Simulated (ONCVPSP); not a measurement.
# What one change does to a pseudopotential (silver (Ag), ONCV)

silver, optimised norm-conserving Vanderbilt (ONCV), made with ONCVPSP 4.0.1 (PBE, scalar-relativistic). Core [Ar] 3d10, reference 4s2 4p6 4d10 5s1. Waves: 4s+5s: rc 1.25 bohr, ncon 3, nbas 6, qcut 8.8 1/bohr, 2 projectors; 4p: rc 1.40 bohr, ncon 4, nbas 7, qcut 9.4 1/bohr, 1 projector; 4d: rc 1.80 bohr, ncon 3, nbas 8, qcut 9.6 1/bohr, 3 projectors, debl 3.8 Ha. Local part: polynomial inside 1.15 bohr (lpopt 4, dvloc0 0 Ha). Core correction: Teter function, fcfact 3, rcfact 1.4.

All-electron outer shells of the reference configuration (PBE, scalar-relativistic, ld1.x):

```json
{"shell": "3d", "level (eV)": "-358.48", "outermost node (bohr)": "–", "outermost maximum (bohr)": "0.27"}
{"shell": "4s", "level (eV)": "-95.05", "outermost node (bohr)": "0.44", "outermost maximum (bohr)": "0.82"}
{"shell": "4p", "level (eV)": "-58.57", "outermost node (bohr)": "0.44", "outermost maximum (bohr)": "0.87"}
{"shell": "4d", "level (eV)": "-7.44", "outermost node (bohr)": "0.43", "outermost maximum (bohr)": "1.04"}
{"shell": "5s", "level (eV)": "-4.40", "outermost node (bohr)": "1.11", "outermost maximum (bohr)": "2.49"}
```

Change: core [Kr], valence charge 11; reference 4d10 5s1; waves now 5s: rc 2.70 bohr, ncon 4, nbas 8, qcut 2.2 1/bohr, 2 projectors, debl 1.2 Ha; p scattering state at 0.09 Ha: rc 2.60 bohr, ncon 3, nbas 7, qcut 3.4 1/bohr, 3 projectors, debl 3 Ha; 4d: rc 1.25 bohr, ncon 4, nbas 7, qcut 8.5 1/bohr, 3 projectors, debl 1.9 Ha; local potential polynomial inside 1.10 bohr (lpopt 5, dvloc0 0 Ha). In the p channel the program set the typed energies aside and used 0.050, 3.050, 6.050 Ha.

Cutoffs: the cutoffs (Ha) at which the residual kinetic energy of the hardest occupied pseudo-wave falls to 1 and 0.1 mHa per electron; they do not see the model core or the augmentation charge, which bear on the density cutoff. Errors are all-electron minus pseudo energies relative to the spin-unpolarised reference configuration.

Problem. What does the change do?

Solution. The potential gets harder (31 Ha and 36 Ha → 33 Ha and 54 Ha); a bound ghost appears in s, which as a rule spoils a file. Several settings change at once here, so the effects cannot be laid on one of them.

| quantity | base | changed |
| --- | --- | --- |
| cutoff, loose | 31 Ha | 33 Ha |
| cutoff, tight | 36 Ha | 54 Ha |
| bound ghosts | none | s |
| GHOST(+) flags under 300 eV | none | p at 86.8 eV |
| largest error over its own tests, meV | -88 | -256 |
| rms error of d²Exc/dni dnj with the model core, mHa | 0.68 | 1.74 |

 A true bound ghost makes a file unfit for plane-wave use even where its test errors are small: the radial tests pick states by their node count and pass the ghost by.
